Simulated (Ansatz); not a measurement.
Start from `FC1[C@@H](F)C[C@@H]1F` and change one atom or group (the configuration at a centre changes too) to get `F[C@H]1C[C@@H](F)C1`.

Ansatz, PBE0-D4/def2-TZVP geometries, multiplicity 1. 

| property | `FC1[C@@H](F)C[C@@H]1F` |
| --- | --- |
| LUMO energy (B3LYP/def2-TZVPP) / eV | 0.29 |
| HOMO–LUMO gap (PBE0/def2-TZVPP) / eV | 9.44 |
| HOMO–LUMO gap (B3LYP/def2-TZVPP) / eV | 8.97 |
| HOMO energy (B3LYP/def2-TZVPP) / eV | -8.67 |
| LUMO energy (PBE/def2-TZVPP) / eV | -0.48 |
| LUMO energy (PBE0/def2-TZVPP) / eV | 0.58 |

(1) Give the same properties after the change, and the shifts. (Estimate.)

Results:

(1) Ansatz gave: 
| property | `F[C@H]1C[C@@H](F)C1` | shift |
| --- | --- | --- |
| LUMO energy (B3LYP/def2-TZVPP) / eV | 0.74 | 0.45 |
| HOMO–LUMO gap (PBE0/def2-TZVPP) / eV | 10.09 | 0.65 |
| HOMO–LUMO gap (B3LYP/def2-TZVPP) / eV | 9.54 | 0.57 |
| HOMO energy (B3LYP/def2-TZVPP) / eV | -8.80 | -0.13 |
| LUMO energy (PBE/def2-TZVPP) / eV | 0.20 | 0.68 |
| LUMO energy (PBE0/def2-TZVPP) / eV | 1.08 | 0.50 |

With PBE0 the HOMO falls by 0.15 eV and the LUMO rises by 0.50 eV, so the gap widens by about 0.65 eV. PBE moves the HOMO by -0.12 eV and ωB97M-V by -0.17 eV.

Positive LUMOs are unbound, so they and the gaps depend on the basis.

B3LYP here is the variant with VWN-RPA as its local correlation; programs differ in this.
